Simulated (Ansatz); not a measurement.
`ClC1=N[SiH2]1` + HBr → `BrC1=N[SiH2]1` + HCl at 400 K and 1 bar (substitution at a C–Cl bond).

Gas-phase electronic energies from Ansatz, PBE0-D4/def2-TZVP geometries. CCSD(T)/CBS is the MP2 limit (def2-TZVPP, def2-QZVPP) plus CCSD(T) − MP2 in def2-TZVPP, frozen cores. This one scheme is used for every species. For Br outer-core shells are correlated without core-valence functions, which leaves a few kJ/mol of doubt a bond. Scalar relativity is left out up to krypton.

| species | CCSD(T)/CBS energy (Eh) | H − E (kJ/mol) | S (J/(mol·K)) |
| --- | --- | --- | --- |
| `ClC1=N[SiH2]1` | -842.74843 | 93.5 | 316.8 |
| HBr | -2573.91920 | 27.6 | 207.2 |
| `BrC1=N[SiH2]1` | -2956.28903 | 92.8 | 329.6 |
| HCl | -460.38127 | 29.6 | 195.4 |

H − E and S are ideal-gas, rigid-rotor, harmonic terms from PBE0-D4/def2-TZVP. 1 Eh = 2625.50 kJ/mol, R = 8.31446 J/(mol·K).

Task: By hand: ΔE, ΔH, ΔS and ΔG.

Result: ΔE = (-2956.28903) + (-460.38127) − (-842.74843) − (-2573.91920) = -0.00267 Eh = -7.0 kJ/mol. Δ(H − E) = 92.8 + 29.6 − 93.5 − 27.6 = 1.3, so ΔH = -5.7 kJ/mol. ΔS = 329.6 + 195.4 − 316.8 − 207.2 = 1.0 J/(mol·K). ΔG = -5.7 − 400 × (1.0)/1000 = -6.1 kJ/mol.

Task: By hand: the equilibrium constant, and the temperature at which ΔG would vanish if ΔH and ΔS stayed fixed.

Result: log₁₀ K = −ΔG/(RT ln 10) = 0.8. ΔH and −TΔS have one sign here, so there is no such temperature. One of them is within its doubt of zero, so this could turn.

The number of gas molecules stays the same, so ΔS is small and ΔH decides. A doubt of 5 kJ/mol in ΔE shifts log₁₀ K by 0.7 here. These are equilibria of isolated gas molecules and say nothing of rates. Largest T1 diagnostic: 0.015 (customary marks: 0.02 for closed shells, 0.045 for open ones).
